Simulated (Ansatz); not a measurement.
**Nudged elastic band run: BH$_{7}$N$_{2}$Si$_{2}$**

The input (input.yaml):

```yaml
crystal:
  periodic: [false, false, false]
  atoms:
    - { symbol: "N", position_ang: [-1.692656, 0.465107, 1.197059] }
    - { symbol: Si, position_ang: [-0.065215, -0.046098, 1.62834] }
    - { symbol: Si, position_ang: [1.124225, -0.698634, -0.295746] }
    - { symbol: B, position_ang: [0.22667, -0.621528, -2.050804] }
    - { symbol: "N", position_ang: [0.865293, 0.522189, -1.620933] }
    - { symbol: H, position_ang: [-1.752378, 1.285345, 0.584689] }
    - { symbol: H, position_ang: [-2.299427, -0.266963, 0.812756] }
    - { symbol: H, position_ang: [-0.175904, -1.19242, 2.599484] }
    - { symbol: H, position_ang: [0.605111, 1.115313, 2.319082] }
    - { symbol: H, position_ang: [2.576306, -1.101002, -0.164529] }
    - { symbol: H, position_ang: [-0.39573, -0.987617, -3.020802] }
    - { symbol: H, position_ang: [1.060605, 1.471108, -1.954495] }
basis:
  gaussian: { orbitals: def2-SVP }
hamiltonian:
  xc: pbe
  dispersion: d4
neb:
  order_check: false
  images: 7
  f_tol: 0.05
  max_iterations: 60
  initial_path: idpp
  final_atoms:
    - { symbol: "N", position_ang: [-1.68505174, 0.46070636, 0.99543528] }
    - { symbol: Si, position_ang: [-0.07272123, 0.06985709, 1.55974976] }
    - { symbol: Si, position_ang: [1.03382301, -0.73863323, -0.34097383] }
    - { symbol: B, position_ang: [0.25807554, -0.56171608, -2.14473779] }
    - { symbol: "N", position_ang: [1.0619865, 0.46350184, -1.6974567] }
    - { symbol: H, position_ang: [-2.31149011, 0.97342317, 1.62273426] }
    - { symbol: H, position_ang: [-2.20416493, -0.27841293, 0.51273024] }
    - { symbol: H, position_ang: [0.05706714, -0.94976643, 2.67823531] }
    - { symbol: H, position_ang: [0.52444992, 1.3495799, 2.0904467] }
    - { symbol: H, position_ang: [2.38196717, -1.36960282, -0.08935708] }
    - { symbol: H, position_ang: [-0.37321584, -0.84743342, -3.13509787] }
    - { symbol: H, position_ang: [1.40617457, 1.37329655, -2.01760728] }
```

Launched with:

```bash
$ ansatz run input.yaml --threads 2 --pin off --max-ram 3072MiB --backend cpu --events-out ev --progress --plain --runs-dir out
```

Output, in part (warnings, iteration lines, the closing report on the highest movable image, with atoms numbered from 0):

```
NEB end point (image 0): max|allowed force component| = 9.893e-3 eV/Å (the criterion of neb.relax_end_points is 1.000e-2)
NEB end point (image 8): max|allowed force component| = 6.068e-3 eV/Å (the criterion of neb.relax_end_points is 1.000e-2)
NEB iter   1: max|band force component| = 8.008e-1 eV/Å  barrier→ = 0.0576 eV  barrier← = 0.0752 eV  Δτ_max = 0.0973 Å  (262 SCF iters)
NEB iter   2: max|band force component| = 3.458e-1 eV/Å  barrier→ = 0.0380 eV  barrier← = 0.0556 eV  CI = image 4  Δτ_max = 0.0747 Å  (211 SCF iters)
NEB iter   3: max|band force component| = 3.048e-1 eV/Å  barrier→ = 0.0262 eV  barrier← = 0.0438 eV  CI = image 4  Δτ_max = 0.0704 Å  (215 SCF iters)
NEB iter   4: max|band force component| = 1.409e-1 eV/Å  barrier→ = 0.0215 eV  barrier← = 0.0391 eV  CI = image 4  Δτ_max = 0.0960 Å  (215 SCF iters)
NEB iter   5: max|band force component| = 6.150e-2 eV/Å  barrier→ = 0.0194 eV  barrier← = 0.0370 eV  CI = image 4  Δτ_max = 0.0174 Å  (213 SCF iters)
NEB iter   6: max|band force component| = 4.018e-2 eV/Å  barrier→ = 0.0192 eV  barrier← = 0.0368 eV  CI = image 4  Δτ_max = 0.0000 Å  (433 SCF iters)
Total energy: -19505.43727220 eV, -716.8115984931 hartree
Atom 0 at    -1.712849     0.427098     1.070937 Å, force     0.026083    -0.018954     0.010886 eV/Å
Atom 1 at    -0.100258     0.035852     1.598301 Å, force    -0.025051     0.000450    -0.001015 eV/Å
Atom 2 at     1.081623    -0.759911    -0.269195 Å, force     0.002067     0.003937     0.006213 eV/Å
Atom 3 at     0.273790    -0.682344    -2.067492 Å, force     0.002252     0.005209     0.001859 eV/Å
Atom 4 at     1.008182     0.408573    -1.657268 Å, force    -0.002133    -0.001308    -0.004292 eV/Å
Atom 5 at    -2.106913     1.360693     1.174927 Å, force    -0.009614     0.005642    -0.007202 eV/Å
Atom 6 at    -2.232143    -0.154722     0.413600 Å, force    -0.007927     0.008834    -0.002796 eV/Å
Atom 7 at    -0.039866    -0.999423     2.701516 Å, force     0.012382     0.001223     0.002441 eV/Å
Atom 8 at     0.481401     1.309166     2.162086 Å, force     0.002098    -0.000685    -0.007485 eV/Å
Atom 9 at     2.476205    -1.293587    -0.037084 Å, force    -0.003671    -0.006843    -0.001069 eV/Å
Atom 10 at    -0.346230    -1.032615    -3.044791 Å, force     0.001520     0.000300     0.000899 eV/Å
Atom 11 at     1.293957     1.326020    -2.011436 Å, force     0.001991     0.002196     0.001561 eV/Å
Dipole moment:    -0.135449     0.387530    -0.144940 e Å
```

The forces met the threshold. A vibrational analysis at the climbing image gives one clearly imaginary mode, 250i cm⁻¹: a first-order saddle point.

Final band (atoms are numbered from 1 in the order of the input):

| image | path coordinate (Å) | energy (kJ/mol) | height of N1 over the plane of its neighbours (Å) |
| --- | --- | --- | --- |
| 0 | 0.00 | 0.0 | 0.32 |
| 1 | 0.26 | 0.1 | 0.31 |
| 2 | 0.51 | 0.5 | 0.29 |
| 3 | 0.77 | 1.2 | 0.25 |
| 4 | 1.02 | 1.9 | 0.10 |
| 5 | 1.22 | 0.7 | -0.09 |
| 6 | 1.42 | -1.0 | -0.23 |
| 7 | 1.62 | -1.6 | -0.26 |
| 8 | 1.82 | -1.7 | -0.27 |

Time of the run: 86 s on 2 threads of AMD EPYC 7B13 (Zen 3), with other jobs on the host, peak memory 0.18 GiB.
